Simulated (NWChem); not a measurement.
System: C3H9OSi, doublet; SMILES C[Si](C)(C)[O]

Output (shortened):

```
             Northwest Computational Chemistry Package (NWChem) 7.3.0
             --------------------------------------------------------

                             Geometry "geometry" -> ""
                             -------------------------

 Output coordinates in angstroms (scale by  1.889725989 to convert to a.u.)

  No.       Tag          Charge          X              Y              Z
 ---- ---------------- ---------- -------------- -------------- --------------
    1 C                    6.0000     1.55923500     0.90113800    -0.51373600
    2 Si                  14.0000    -0.01693500    -0.00925400    -0.02753300
    3 C                    6.0000    -0.01012500    -1.77124200    -0.66791000
    4 C                    6.0000    -1.54458500     0.91450100    -0.60105100
    5 O                    8.0000     0.09263800     0.02416900     1.65978000
    6 H                    1.0000     1.61284000     0.95587600    -1.61352700
    7 H                    1.0000     1.56628700     1.92528100    -0.11311400
    8 H                    1.0000     2.45286300     0.37418900    -0.14858600
    9 H                    1.0000    -0.89509400    -2.32514200    -0.31711400
   10 H                    1.0000    -0.01862800    -1.79200200    -1.76978500
   11 H                    1.0000     0.88506300    -2.30849800    -0.31911900
   12 H                    1.0000    -1.58740500     0.95977100    -1.70137900
   13 H                    1.0000    -1.54602800     1.94375200    -0.21117700
   14 H                    1.0000    -2.46360300     0.41814800    -0.25171800

 Effective nuclear repulsion energy (a.u.)     237.6876950390

                                 NWChem DFT Module
                                 -----------------

 Summary of "ao basis" -> "ao basis" (spherical)
 ------------------------------------------------------------------------------
       Tag                 Description            Shells   Functions and Types
 ---------------- ------------------------------  ------  ---------------------
 C                          def2-svp                 6       14   3s2p1d
 Si                         def2-svp                 8       18   4s3p1d
 O                          def2-svp                 6       14   3s2p1d
 H                          def2-svp                 3        5   2s1p

 in cosmo_initialize ...
 calling solv_data for solv:acetone

 solvent parameters
 solvname_short: acetone
 solvname_long:  acetone
 dielec:       20.4930
 dielecinf:     1.8463
 nonaqueous SMD model solvent descriptors
 dielec:       20.4930
 sola:          0.0400
 solb:          0.4900
 solc:          0.0000
 solg:         33.7700
 solh:          0.0000
 soln:          1.3588

          ---------------
          -cosmo- solvent
          ---------------
 Cosmo: York-Karplus, doi: 10.1021/jp992097l
 dielectric constant -eps-     =  20.49
 screen = (eps-1)/(eps    )    =   0.95120
 surface charge correction     = lagrangian

   van der Waals surface
 --------------------------

 ---------- ATOMIC COORDINATES (A.U.) ------------ VDWR(ANG.) --
     1    2.94652690    1.70290390   -0.97082027     1.850
     2   -0.03200251   -0.01748752   -0.05202983     2.470
     3   -0.01913348   -3.34716204   -1.26216689     1.850
     4   -2.91884242    1.72815631   -1.13582170     1.850
     5    0.17506044    0.04567279    3.13652940     2.222
     6    3.04782566    1.80634372   -3.04912391     1.200
     7    2.95985325    3.63825354   -0.21375447     1.200
     8    4.63523896    0.70711468   -0.28078683     1.200
     9   -1.69148239   -4.39388126   -0.59925857     1.200
    10   -0.03520182   -3.38639275   -3.34440871     1.200
    11    1.67252655   -4.36242867   -0.60304747     1.200
    12   -2.99976048    1.81370420   -3.21514011     1.200
    13   -2.92156929    3.67315867   -0.39906667     1.200
    14   -4.65553461    0.79018514   -0.47567805     1.200
 number of segments per atom =        128
 number of   points per atom =        128
 atom (   nspa,  nppa )
 ----------------------
    1 (     41,     0 )       0
    2 (     39,     0 )       0
    3 (     47,     0 )       0
    4 (     42,     0 )       0
    5 (     86,     0 )       0
    6 (     53,     0 )       0
    7 (     52,     0 )       0
    8 (     52,     0 )       0
    9 (     52,     0 )       0
   10 (     53,     0 )       0
   11 (     50,     0 )       0
   12 (     54,     0 )       0
   13 (     53,     0 )       0
   14 (     53,     0 )       0
 number of -cosmo- surface points =      727
 molecular surface =    142.243 angstrom**2
 molecular volume  =    131.032 angstrom**3
 -lineq- algorithm             =   0
 -bem- low  level              =   3
 -bem- from -octahedral-
 gaussian surface charge width =   4.50000
 degree of switching           =   1.00000
 switching function tolerance  =   0.00010
 atomic radii =
 --------------
    1  6.000  1.850
    2 14.000  2.470
    3  6.000  1.850
    4  6.000  1.850
    5  8.000  2.222
    6  1.000  1.200
    7  1.000  1.200
    8  1.000  1.200
    9  1.000  1.200
   10  1.000  1.200
   11  1.000  1.200
   12  1.000  1.200
   13  1.000  1.200
   14  1.000  1.200
 ...... end of -cosmo- initialization ......

 nat:                    14
 ixmem:                 10563
 calling mnsol_interface()
 G(SMD-CDS) energy (kcal/mol)  =    -0.350
 SMD-CDS SASA (angstrom**2)    =   170.275

            General Information
            -------------------
          SCF calculation type: DFT
          Wavefunction type:  spin polarized.
          No. of atoms     :    14
          No. of electrons :    49
           Alpha electrons :    25
            Beta electrons :    24
          Charge           :     0
          Spin multiplicity:     2
          Use of symmetry is: off; symmetry adaption is: off
          Maximum number of iterations: 150
          AO basis - number of functions:   119
                     number of shells:    59
          Convergence on energy requested:  1.00D-06
          Convergence on density requested:  1.00D-05
          Convergence on gradient requested:  5.00D-04

              XC Information
              --------------
                         B3LYP Method XC Potential
                     Hartree-Fock (Exact) Exchange  0.200
                        Slater Exchange Functional  0.800 local
                    Becke 1988 Exchange Functional  0.720 non-local
              Lee-Yang-Parr Correlation Functional  0.810
                  VWN I RPA Correlation Functional  0.190 local

[...]

                                COSMO-SMD solvation results
                                ---------------------------

             internal energy in gas <Psi(g)|H|Psi(g)> =      -484.230390479729
         internal energy in solvent <Psi(s)|H|Psi(s)> =      -484.229712754182
                               delta internal energy  =         0.000677725547 (    0.43 kcal/mol)
   total free energy in solvent <Psi(s)|H+V/2|Psi(s)> =      -484.235734746899
 polarization energy contribution <Psi(s)|V/2|Psi(s)> =        -0.006021992717 (   -3.78 kcal/mol)
    total free energy in solvent including G(SMD-CDS) =      -484.236292580543
                       G(SMD-CDS) energy contribution =        -0.000557833643 (   -0.35 kcal/mol)
     1 M fixed-concentration free energy of solvation =        -0.005902100814 (   -3.70 kcal/mol)

                    DFT Final Alpha Molecular Orbital Analysis
                    ------------------------------------------

 Vector   23  Occ=1.000000D+00  E=-3.405833D-01
              MO Center= -6.7D-02, -5.7D-02,  6.8D-01, r^2= 3.3D+00
   Bfn.  Coefficient  Atom+Function         Bfn.  Coefficient  Atom+Function
  ----- ------------  ---------------      ----- ------------  ---------------
    65      0.408666   5 O  py               68      0.281870   5 O  py
    64     -0.219022   5 O  px               37     -0.198276   3 C  py
    26      0.186670   2 Si py               23      0.154100   2 Si py
    51     -0.150350   4 C  py               67     -0.151021   5 O  px
   110     -0.133942  13 H  s                50      0.132681   4 C  px

 Vector   24  Occ=1.000000D+00  E=-3.033167D-01
              MO Center=  5.0D-01,  3.2D-01, -2.2D-01, r^2= 3.4D+00
   Bfn.  Coefficient  Atom+Function         Bfn.  Coefficient  Atom+Function
  ----- ------------  ---------------      ----- ------------  ---------------
     4      0.328551   1 C  px               22     -0.219585   2 Si px
    64      0.217483   5 O  px                7      0.198979   1 C  px
     3     -0.191535   1 C  s                 5      0.188621   1 C  py
    50      0.188213   4 C  px               37      0.165168   3 C  py
    67      0.156831   5 O  px                6     -0.120823   1 C  pz

 Vector   25  Occ=1.000000D+00  E=-2.879126D-01
              MO Center= -3.4D-01, -2.2D-01,  2.1D-01, r^2= 3.5D+00
   Bfn.  Coefficient  Atom+Function         Bfn.  Coefficient  Atom+Function
  ----- ------------  ---------------      ----- ------------  ---------------
    65      0.353887   5 O  py               37      0.274433   3 C  py
    68      0.254596   5 O  py               50     -0.220751   4 C  px
    35      0.211446   3 C  s                49     -0.204852   4 C  s
    40      0.193387   3 C  py               64     -0.189905   5 O  px
    23     -0.177806   2 Si py               53     -0.169914   4 C  px

 Vector   26  Occ=0.000000D+00  E= 4.885461D-02
              MO Center= -7.1D-02, -3.3D-02, -7.5D-01, r^2= 8.6D+00
   Bfn.  Coefficient  Atom+Function         Bfn.  Coefficient  Atom+Function
  ----- ------------  ---------------      ----- ------------  ---------------
    35      1.521973   3 C  s                49      1.511924   4 C  s
     3      1.405661   1 C  s                18     -0.965428   2 Si s
    96     -0.619854  10 H  s               106     -0.616262  12 H  s
    76     -0.584959   6 H  s                91     -0.570366   9 H  s
   116     -0.568936  14 H  s               101     -0.562634  11 H  s

 Vector   27  Occ=0.000000D+00  E= 7.832531D-02
              MO Center= -3.4D-02, -2.7D-02, -2.8D-01, r^2= 4.9D+00
   Bfn.  Coefficient  Atom+Function         Bfn.  Coefficient  Atom+Function
  ----- ------------  ---------------      ----- ------------  ---------------
     3      1.094652   1 C  s                27      0.978729   2 Si pz
    96      0.538529  10 H  s                86     -0.515900   8 H  s
   106      0.513802  12 H  s                81     -0.505057   7 H  s
    63     -0.468199   5 O  s                25     -0.403535   2 Si px
    26     -0.271007   2 Si py               24      0.246008   2 Si pz

 Vector   28  Occ=0.000000D+00  E= 9.603859D-02
              MO Center= -4.9D-02,  6.4D-01, -4.5D-01, r^2= 7.9D+00
   Bfn.  Coefficient  Atom+Function         Bfn.  Coefficient  Atom+Function
  ----- ------------  ---------------      ----- ------------  ---------------
    49     -1.853854   4 C  s                 3      1.813794   1 C  s
    76     -0.892300   6 H  s               111      0.866263  13 H  s
   116      0.842930  14 H  s                25     -0.734396   2 Si px
    81     -0.698547   7 H  s                86     -0.573417   8 H  s
    27     -0.372584   2 Si pz              106      0.367708  12 H  s

                     DFT Final Beta Molecular Orbital Analysis
                     -----------------------------------------

 Vector   22  Occ=1.000000D+00  E=-3.294506D-01
              MO Center= -1.7D-01, -9.6D-02,  3.7D-01, r^2= 3.7D+00
   Bfn.  Coefficient  Atom+Function         Bfn.  Coefficient  Atom+Function
  ----- ------------  ---------------      ----- ------------  ---------------
    65      0.332834   5 O  py               37     -0.239978   3 C  py
    68      0.233710   5 O  py               26      0.199919   2 Si py
    23      0.191707   2 Si py               64     -0.177134   5 O  px
    50      0.175140   4 C  px               51     -0.174664   4 C  py
   110     -0.139187  13 H  s               100      0.137889  11 H  s

 Vector   23  Occ=1.000000D+00  E=-3.154803D-01
              MO Center=  4.8D-01,  3.0D-01, -1.9D-01, r^2= 3.5D+00
   Bfn.  Coefficient  Atom+Function         Bfn.  Coefficient  Atom+Function
  ----- ------------  ---------------      ----- ------------  ---------------
     4      0.320845   1 C  px               22     -0.236699   2 Si px
    50      0.186368   4 C  px                5      0.182642   1 C  py
    25     -0.172905   2 Si px                7      0.168420   1 C  px
    37      0.150306   3 C  py               64     -0.140395   5 O  px
    19      0.131731   2 Si px              115     -0.129809  14 H  s

 Vector   24  Occ=1.000000D+00  E=-2.751176D-01
              MO Center= -2.3D-01, -1.5D-01,  5.9D-01, r^2= 3.2D+00
   Bfn.  Coefficient  Atom+Function         Bfn.  Coefficient  Atom+Function
  ----- ------------  ---------------      ----- ------------  ---------------
    65      0.420288   5 O  py               68      0.308965   5 O  py
    37      0.232728   3 C  py               35      0.229862   3 C  s
    64     -0.225984   5 O  px               49     -0.222454   4 C  s
    50     -0.190604   4 C  px               40      0.182328   3 C  py
    53     -0.166041   4 C  px               67     -0.166042   5 O  px

 Vector   25  Occ=0.000000D+00  E=-1.606865D-01
              MO Center=  1.7D-01,  8.3D-02,  1.3D+00, r^2= 1.9D+00
   Bfn.  Coefficient  Atom+Function         Bfn.  Coefficient  Atom+Function
  ----- ------------  ---------------      ----- ------------  ---------------
    64      0.476463   5 O  px               67      0.392557   5 O  px
     3     -0.318439   1 C  s                25      0.259207   2 Si px
    65      0.256080   5 O  py               68      0.211100   5 O  py
    49      0.179931   4 C  s                35      0.163918   3 C  s
     7      0.149447   1 C  px               26      0.137593   2 Si py

 Vector   26  Occ=0.000000D+00  E= 4.958321D-02
              MO Center= -5.9D-02, -2.6D-02, -7.7D-01, r^2= 8.6D+00
   Bfn.  Coefficient  Atom+Function         Bfn.  Coefficient  Atom+Function
  ----- ------------  ---------------      ----- ------------  ---------------
    35      1.524151   3 C  s                49      1.513218   4 C  s
     3      1.425856   1 C  s                18     -0.944018   2 Si s
    96     -0.614976  10 H  s               106     -0.611105  12 H  s
    76     -0.584796   6 H  s                91     -0.576473   9 H  s
   101     -0.572510  11 H  s               116     -0.574684  14 H  s

 Vector   27  Occ=0.000000D+00  E= 8.270532D-02
              MO Center= -2.4D-02, -2.7D-02, -3.3D-01, r^2= 5.0D+00
   Bfn.  Coefficient  Atom+Function         Bfn.  Coefficient  Atom+Function
  ----- ------------  ---------------      ----- ------------  ---------------
    27      0.985387   2 Si pz                3      0.960454   1 C  s
    96      0.597215  10 H  s               106      0.558756  12 H  s
    86     -0.501978   8 H  s                81     -0.487752   7 H  s
    63     -0.482084   5 O  s                25     -0.313391   2 Si px
    24      0.245029   2 Si pz               26     -0.229746   2 Si py

   alpha - beta orbital overlaps
   -----------------------------

   alpha      1      2      3      4      5      6      7      8      9     10
    beta      1      2      3      4      5      6      7      8      9     10
 overlap   1.000  1.000  1.000  1.000  1.000  1.000  1.000  1.000  1.000  0.998

   alpha     11     12     13     14     15     16     17     18     19     20
    beta     11     12     13     14     15     15     16     18     19     20
 overlap   0.996  0.998  1.000  0.992  0.712  0.686  0.999  0.706  0.998  1.000

   alpha     21     22     23     24     25     26     27     28     29     30
    beta     25     21     22     23     24     26     27     29     28     30
 overlap   0.598  0.989  0.980  0.779  0.981  0.999  0.996  0.866  0.872  0.974

[...]
```

Level: B3LYP/def2-SVP, spin-unrestricted, SMD on the gas-phase geometry. The radical's symmetric form is orbitally degenerate, so geometry and low modes hang on which distorted state is reached. The geometry was optimised at PBE0/def2-SVP, spin-unrestricted. No stability test was run on the SCF state. Solvent: acetone.

**Question.** Which NWChem input produces such a log?

**Answer.** One answer among several that fit: the input that was run:
```
start job
memory heap 200 mb stack 900 mb global 1100 mb
geometry units angstroms noautosym nocenter noautoz
  C      1.559235     0.901138    -0.513736
  Si    -0.016935    -0.009254    -0.027533
  C     -0.010125    -1.771242    -0.667910
  C     -1.544585     0.914501    -0.601051
  O      0.092638     0.024169     1.659780
  H      1.612840     0.955876    -1.613527
  H      1.566287     1.925281    -0.113114
  H      2.452863     0.374189    -0.148586
  H     -0.895094    -2.325142    -0.317114
  H     -0.018628    -1.792002    -1.769785
  H      0.885063    -2.308498    -0.319119
  H     -1.587405     0.959771    -1.701379
  H     -1.546028     1.943752    -0.211177
  H     -2.463603     0.418148    -0.251718
end
basis spherical
  C library def2-svp
  Si library def2-svp
  O library def2-svp
  H library def2-svp
end
dft
  odft
  mult 2
  xc b3lyp
  iterations 150
end
cosmo
  do_cosmo_smd true
  solvent acetone
end
task dft energy
```
